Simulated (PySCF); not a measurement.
Compound: ZnBr4 (charge -2 and singlet state).
Bonds: Br1–Zn2, Zn2–Br3, Zn2–Br4, Zn2–Br5.

A GFN2-xTB structure was refined with PySCF 2.14.0, PBE0-D3(BJ)/def2-SVP geometry optimisation, gas phase. Its GFN2-xTB values:

```
 coordinate  GFN2-xTB
    Br1–Zn2   2.600 Å
    Zn2–Br4   2.646 Å
Br1–Zn2–Br3    110.1°
Br1–Zn2–Br5    109.1°
Br3–Zn2–Br5    109.6°
```

Q: How do these coordinates change at the PBE0-D3(BJ)/def2-SVP level?

A: 
```tsv
coordinate	PBE0-D3(BJ)/def2-SVP (Å or °)	change
Zn2–Br4	2.473	-0.173
Br1–Zn2	2.477	-0.123
Br3–Zn2–Br5	111.0	+1.4
Br1–Zn2–Br5	108.4	-0.7
Br1–Zn2–Br3	110.3	+0.2
```

The energy falls by 0.204 eV over 6 energy and gradient evaluations, the largest force component goes from 0.0139 to 3.1e-04 Eh/bohr, and the atoms move by 0.129 Å rms after alignment. The bond that changes most is Zn2–Br4 (ends: zinc bonded to 4 Br; bromine bonded to Zn), which shortens by 0.173 Å. Bonds longer at the end by more than 0.005 Å: 0 of 4; shorter: 4.

The run used 159 basis functions and 35 SCF cycles in all. On one thread of an AMD EPYC 7R43, on a shared host, this took 2.5 min wall and 1.1 GiB of memory at its peak.

Whether it is a minimum is left open (no frequencies). Whether so highly charged an anion holds all its electrons in the gas phase wasn't checked; a finite basis holds them in any case. No counter-ion or solvent screens the charge of this multiply charged ion.
